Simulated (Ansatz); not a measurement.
Caution, from a PySCF single point (PBE0-D3(BJ)/def2-TZVPD) at this geometry: the highest occupied level lies above zero, so the state may not be bound. This triplet lies within 0.05 eV of the relaxed singlet at the level frozen-core CCSD(T)/aug-cc-pVTZ // PBE0-D3(BJ)/def2-TZVPD (Ansatz, a program for electronic structure).

Species: H₃AlB, SMILES `[BH-][AlH2]` (near-degenerate triplet) (charge -1, multiplicity 3).

Give a relaxed geometry from PBE0-D3(BJ)/def2-TZVPD in Ansatz.

One answer among several that fit: the end point of this relaxation, one of several conformers (outside a Z-matrix the atoms follow the SMILES, hydrogens last).
Z-matrix (Å, degrees):
```
Al
H 1 1.6309
H 1 1.6396 2 107.47
B 1 2.0021 2 124.21 3 179.96
H 4 1.2031 1 156.82 2 179.91
```
